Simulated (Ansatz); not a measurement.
C₂H₇BOS (`CC(S)BO`). Total charge 0; spin multiplicity 1. The structure was optimised at the PBE0-D4/def2-TZVP level. It is one conformer, not always the lowest.

```xyz
12

C    -1.293    0.511    0.229
C    -0.162   -0.134   -0.552
S    -0.236   -1.948   -0.254
B     1.304    0.174   -0.068
O     1.592    0.753    1.119
H    -2.271    0.163   -0.110
H    -1.229    0.284    1.299
H    -1.265    1.597    0.108
H    -0.303    0.032   -1.622
H     0.805   -2.290   -1.031
H     2.243   -0.131   -0.751
H     0.814    0.989    1.633
```

Question: What is the dipole moment at B3LYP/def2-TZVPP? (Best estimate.)

Answer: The calculation gave: 1.86 D, with components (-1.43, 1.14, -0.34) D in this frame, pointing from negative to positive charge.

Question: And with PBE, r2SCAN, ωB97M-V? (Best estimate.)

Answer: Ansatz gave: PBE 1.84 D, r2SCAN 1.88 D, ωB97M-V 1.86 D.

Question: Give the Mulliken charges with B3LYP, r2SCAN, ωB97M-V in def2-TZVPP. (Estimate.)

Answer: The calculation gave: 
```
atom  B3LYP  r2SCAN  ωB97M-V
  C1  -0.29   -0.19    -0.36
  C2  -0.02    0.04    -0.10
  S3  -0.18   -0.19    -0.15
  B4   0.06    0.10     0.01
  O5  -0.26   -0.29    -0.26
  H6   0.11    0.06     0.13
  H7   0.07    0.04     0.10
  H8   0.10    0.07     0.13
  H9   0.10    0.06     0.13
 H10   0.11    0.11     0.12
 H11   0.02   -0.01     0.07
 H12   0.19    0.20     0.19
```

B3LYP here is the variant with VWN-RPA as its local correlation; programs differ in this.
